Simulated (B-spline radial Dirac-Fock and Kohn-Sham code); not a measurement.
## Satellites and hypersatellites of the K lines of La²⁺

System: La²⁺, [Xe] 5d1, inside a Watson sphere of charge -2 and radius 1.6 Å (a model of the Madelung potential; inside it an electron's potential energy is raised by 18.0 eV).

These are calculated numbers from an atomic code on a B-spline grid; the model is Dirac-Fock ΔSCF + Breit + QED. Each two-hole energy is an average over J within one jj subconfiguration, not an observable level; in light atoms, where LS coupling holds, the j-resolved values are not observed lines, and for a K spectator the Kα1 hypersatellite is nearly forbidden. Correlation and solid-state effects are left out.

Lines without a spectator: Kα2 (K-L2) 33031.4 eV, Kα1 (K-L3) 33439.4 eV, Kβ3 (K-M2) 37714.6 eV, Kβ1 (K-M3) 37795.8 eV. Shifts in eV with one spectator hole (a dash: not computed, or left out as unreliable):

| spectator hole | Kα2 | Kα1 | Kβ3 | Kβ1 |
| --- | --- | --- | --- | --- |
| L2 (2p1/2) | +78.2 | +100.4 | – | +206.9 |
| L3 (2p3/2) | +71.5 | +73.3 | +175.7 | – |
| M2 (3p1/2) | – | +12.68 | +27.65 | +33.3 |
| M3 (3p3/2) | +8.53 | – | +26.94 | +26.56 |
| M4 (3d3/2) | +1.85 | -1.26 | – | – |
| M5 (3d5/2) | -2.00 | +0.46 | – | – |

Problem. Where does the K-L3 hypersatellite lie, emitted when both K electrons are missing?

Solution. +709.9 eV from the normal line, at 34149.3 eV. Removing both K electrons costs 78823.6 eV, which is 956.3 eV more than twice the K binding energy.

With n spectator holes in 2p, averaged over the 2p shell (energies in eV):

```
n     KαLⁿ   step  hypersatellite KαʰLⁿ
0  33303.4      –               34003.6
1  33383.7  +80.4               34085.6
2  33465.5  +81.7               34168.9
3  33548.6  +83.1               34253.6
4  33633.1  +84.5               34339.7
5  33718.9  +85.8               34427.2
```
